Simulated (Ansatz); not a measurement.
Compare A (`N[SiH](F)CF`) with its isomer B (`FCN[SiH2]F`).

Program: Ansatz. Geometries: PBE0-D4/def2-TZVP. ΔE: electronic, gas phase. CCSD(T)/CBS is the MP2 limit (def2-TZVPP, def2-QZVPP) plus CCSD(T) − MP2 in def2-TZVPP, frozen cores. DFT in def2-TZVPP. Each species was taken in one conformer, which may not be the lowest.

(1) Which isomer does CCSD(T)/CBS put lower? Give the gap. (Best estimate.)

(2) Give E(B) − E(A) in kcal/mol with MP2/def2-TZVPP, CCSD(T)/def2-TZVPP, HF/def2-TZVPP, B2PLYP, PBE0-D4, CCSD/def2-TZVPP, PBE-D4. (An estimate is asked.)

Largest T1 diagnostic: 0.011.

Answers

(1) Ansatz gave: A, by 5.4 kcal/mol.

(2) Computed: MP2/def2-TZVPP 4.4, CCSD(T)/def2-TZVPP 4.4, HF/def2-TZVPP 3.4, B2PLYP 4.6, PBE0-D4 4.9, CCSD/def2-TZVPP 4.5, PBE-D4 4.9. None reverses the order clearly.

In def2-TZVPP, CCSD(T) changes the Hartree–Fock value by +1.0 kcal/mol (the triples alone add −0.1 kcal/mol) and MP2 by +1.0 kcal/mol.
